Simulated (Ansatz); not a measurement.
# A ladder of methods for C2F5 (SMILES F[C](F)C(F)(F)F)

C2F5: 7 atoms, total charge 0, spin state doublet. As SMILES, `F[C](F)C(F)(F)F`. Geometry: relaxed at PBE0-D4/def2-TZVP.

Each level gives the electronic atomisation energy (eV). The values are calculated. Electronic energies at fixed atoms, without zero-point motion or spin-orbit coupling.

| level | kind | program | value (eV) | less CCSD(T)/cc-pVDZ | CPU time (all runs) |
| --- | --- | --- | --- | --- | --- |
| USVWN5/cc-pVDZ | LDA | Ansatz | 36.46 | +10.69 | 4.4 s |
| UBLYP/cc-pVDZ | GGA | Ansatz | 29.14 | +3.37 | 8.3 s |
| U-wB97M-V/cc-pVDZ | range-separated hybrid | Ansatz | 28.91 | +3.14 | 64 s |
| UCAM-B3LYP/cc-pVDZ | range-separated hybrid | Ansatz | 28.94 | +3.17 | 11 s |
| UB2PLYP/cc-pVDZ | double hybrid | Ansatz | 27.59 | +1.82 | 13 s |
| UPBE-QIDH/cc-pVDZ | double hybrid | Ansatz | 27.50 | +1.73 | 15 s |
| UMP2/cc-pVDZ | perturbation theory | Ansatz | 27.37 | +1.60 | 4.8 s |
| UCCSD(T)/cc-pVDZ | coupled cluster or CI | Ansatz | 25.77 | 0.00 | 2.8 min |

Differences are taken from UCCSD(T)/cc-pVDZ for orientation; it has basis-set and higher-order errors of its own. The values span 25.77 to 36.46 eV. CPU times are rough (shared hosts, several kinds of processor): they show what a rung costs within a factor of a few.
